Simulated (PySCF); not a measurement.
# Se⁺ (selenium, charge +1) across methods

[Ar] 3d10 4s1 4p4, high-spin 4P determinant (an excited configuration). All numbers are calculated (PySCF 2.14, a scalar-relativistic core potential, in aug-cc-pVDZ-PP with ECP10MDF).

```tsv
method	E (hartree)	mean ε 4s α (eV)	mean ε 4p α (eV)	mean ε 4p β (eV)	Σ⟨r²⟩ (bohr²)	⟨S²⟩
PBE0	-372.3121	-31.344	-18.586	-15.430	31.67	3.753
M06-2X	-372.5251	-33.163	-19.697	-16.104	31.89	3.757
LDA	-371.7718	-29.022	-17.145	-14.659	31.67	3.752
PBE	-372.3371	-28.857	-17.092	-14.546	31.69	3.752
wB97X-V	-372.3043	-34.069	-20.857	-17.807	31.72	3.753
UHF	-371.13015	-38.086	-22.419	-16.735	32.12	3.763
r2SCAN	-372.2294	-30.017	-17.675	-14.629	31.54	3.755
CAM-B3LYP	-372.3127	-32.965	-19.839	-16.885	31.71	3.753
PBEsol	-371.9763	-28.872	-17.078	-14.464	31.65	3.752
```

Energies and moments cover only the electrons outside the core potential.
